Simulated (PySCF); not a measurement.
C3H7NSi, SMILES C#C[SiH2]CN. Geometry: PBE-D3(BJ)/def2-SVP. The structure was generated by enumeration, and PubChem lists no compound with its InChIKey, so it may never have been made. One conformer was computed; it need not be the lowest.

Computed equilibrium geometry at PBE-D3(BJ)/def2-SVP (PySCF confirms it by a frequency run) as Cartesian coordinates in Å (one conformer of several):
```xyz
12

C      2.4653    -0.7804    -0.2130
C      1.4987    -0.0705     0.0576
Si    -0.0016     0.9340     0.4372
C     -1.5191    -0.2032     0.3035
N     -1.5686    -0.8034    -1.0271
H      3.3244    -1.3957    -0.4478
H      0.1230     1.4811     1.8340
H     -0.0799     2.0693    -0.5424
H     -2.4093     0.4484     0.4541
H     -1.5073    -0.9111     1.1741
H     -2.3803    -1.4276    -1.1164
H     -0.7380    -1.3915    -1.1754
```
